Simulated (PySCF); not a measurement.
**Spectroscopy problems**

Calculated, not measured (PySCF 2.14): shieldings: GIAO PBE0/pcSseg-1, geometry: GFN2-xTB. No solvent model, non-relativistic Hamiltonian, averaged over atoms made equivalent by symmetry, fast rotation or ring inversion, single conformer.

Referencing at the same level of theory: ¹H, ¹³C vs TMS. Where no couplings were computed, multiplicities follow the n + 1 count of equivalent neighbours, and m marks all less simple cases (inequivalent or close neighbours, rings, F or P nearby). Shifts are as computed. Against solution values, carbons near 30 ppm lie about +3 ppm off and those near 130 ppm about +5 ppm. Of 1309 compounds with measured shifts, 239 miss one by over three times the rms of a fit or turn the order of signals round; such compounds aren't used in these exercises.

(1) CH₁₂OSi₄. ¹H NMR (400 MHz, computed): δ 4.90 (s, 3H), 4.31 (m, 1H), 4.08 (m, 1H), 4.01 (m, 3H), 3.96 (m, 1H), 3.57 (m, 3H). ¹³C{¹H} NMR (computed): δ 54.0. Identify the compound.

(2) CH₁₂OSi₄. ¹H NMR (400 MHz, computed): δ 5.67 (m, 1H), 5.64 (m, 1H), 5.60 (m, 1H), 3.41 (m, 3H), 3.37 (d, 3H), 0.42 (d, 3H). ¹³C{¹H} NMR (computed): δ 4.7. What is it?

Results:

(1) `[SiH3]O[C@@H]([SiH3])[SiH2][SiH3]`. The formula gives 0 degrees of unsaturation. Carbon types of the structure: 1 × CH, leaving 11 H on heteroatoms. δC 54.0: sp3 CH bonded to O and 2 Si; the inductive effect lowers its shielding. δH 4.31, 4.08: hydrogen on a silicon bonded to C, Si. δH 4.01: hydrogen on a silicon bonded to C. δH 3.96: hydrogen on an sp3 CH bonded to O and 2 Si; its carbon carries O, an electronegative neighbour.

The data come from this structure; uniqueness wasn't tested.

(2) `InChI=1S/CH12OSi4/c1-6(4)2-5-3/h6H,5H2,1,3-4H3/t6-/m1/s1`. The formula gives 0 degrees of unsaturation. Carbon types of the structure: 1 × CH3, leaving 9 H on heteroatoms. δC 4.7: methyl carbon bonded to Si; an electropositive neighbour leaves it electron-rich and shielded. δH 5.64, 5.60: hydrogen on a silicon bonded to O, Si. δH 3.41, 3.37: hydrogen on a silicon bonded to Si. δH 0.42: hydrogen on a methyl carbon bonded to Si; an electropositive neighbour shields it, as in TMS itself.

This is the structure that produced the data.
